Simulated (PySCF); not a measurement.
C₂H₁₀OSi₂, SMILES COC[SiH2][SiH3].

Geometry optimised at PBE-D3(BJ)/def2-SVP. The values are those of a single conformer.

Level of theory: PBE-D3(BJ)/def2-SVP (PySCF).

Frequencies are harmonic and unscaled.

| mode | ν (cm⁻¹) | IR (km/mol) | moving atoms (share of kinetic energy) |
|---|---|---|---|
| 1 | 55 | 0.2 | Si 41 %, C 27 %, H 24 %, O 8 % |
| 2 | 86 | 3.8 | H 45 %, O 41 %, C 9 % |
| 3 | 122 | 0.2 | H 58 %, C 25 %, Si 12 % |
| 4 | 133 | 0.5 | H 72 %, C 14 % |
| 5 | 218 | 4.2 | H 33 %, C 29 %, O 20 %, Si 18 % |
| 6 | 240 | 2.0 | H 80 %, O 11 % |
| 7 | 353 | 13.5 | H 74 %, O 9 %, C 9 % |
| 8 | 368 | 9.6 | H 45 %, Si 23 %, C 18 %, O 14 % |
| 9 | 420 | 0.6 | Si 79 %, H 17 % |
| 10 | 489 | 15.3 | H 83 %, Si 16 % |
| 11 | 534 | 4.2 | H 71 %, Si 24 % |
| 12 | 637 | 4.3 | H 80 %, Si 10 %, C 8 % |
| 13 | 669 | 28.8 | H 76 %, C 20 % |
| 14 | 757 | 174.9 | H 57 %, C 23 %, Si 20 % |
| 15 | 817 | 162.0 | H 79 %, C 14 % |
| 16 | 858 | 21.0 | H 80 %, Si 10 %, C 9 % |
| 17 | 892 | 17.1 | H 96 % |
| 18 | 908 | 84.3 | H 95 % |
| 19 | 910 | 32.1 | H 97 % |
| 20 | 953 | 18.9 | C 55 %, O 28 %, H 18 % |
| 21 | 1131 | 0.8 | H 78 %, C 19 % |
| 22 | 1141 | 101.4 | O 38 %, C 36 %, H 26 % |
| 23 | 1160 | 62.6 | H 47 %, C 30 %, O 23 % |
| 24 | 1185 | 11.9 | H 87 % |
| 25 | 1249 | 6.7 | H 66 %, C 27 % |
| 26 | 1398 | 17.1 | H 91 % |
| 27 | 1402 | 7.0 | H 97 % |
| 28 | 1412 | 7.5 | H 93 % |
| 29 | 1442 | 5.5 | H 91 % |
| 30 | 2143 | 81.6 | H 98 % |
| 31 | 2150 | 48.3 | H 98 % |
| 32 | 2156 | 41.7 | H 96 % |
| 33 | 2160 | 128.1 | H 96 % |
| 34 | 2177 | 99.0 | H 96 % |
| 35 | 2873 | 34.4 | H 95 % |
| 36 | 2893 | 79.5 | H 97 % |
| 37 | 2917 | 45.5 | H 91 %, C 9 % |
| 38 | 2951 | 45.6 | H 90 %, C 10 % |
| 39 | 3064 | 17.7 | H 91 %, C 9 % |
